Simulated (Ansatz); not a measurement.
`F[Si@H](Cl)[Si@@H](F)Cl` + `F[CH2][GeH2][Cl]` → `F[SiH](Cl)[GeH2][Cl]` + `FC[SiH](F)Cl`  (redistribution)

Isolated molecules relaxed with PBE0-D4/def2-TZVP in Ansatz; ΔE leaves out vibrations. CCSD(T)/CBS is the MP2 limit (def2-TZVPP, def2-QZVPP) plus CCSD(T) − MP2 in def2-TZVPP, frozen cores. Functionals use def2-TZVPP. For Ge outer-core shells are correlated without core-valence functions, which leaves a few kJ/mol of doubt a bond. Scalar relativity is left out up to krypton. One conformer a species, not always the lowest.

```
             level  ΔE (kJ/mol)
         r2SCAN-D4        -35.8
              PBE0        -33.4
   CCSD/def2-TZVPP        -34.4
CCSD(T)/def2-TZVPP        -34.0
```

(1) What does CCSD(T)/CBS give? (Best estimate.)

Largest T1 diagnostic among the species: 0.011.

Results:

(1) The calculation gave: -35.1 kJ/mol. The listed levels differ from it by -0.7, 1.7, 0.7, 1.1 kJ/mol.
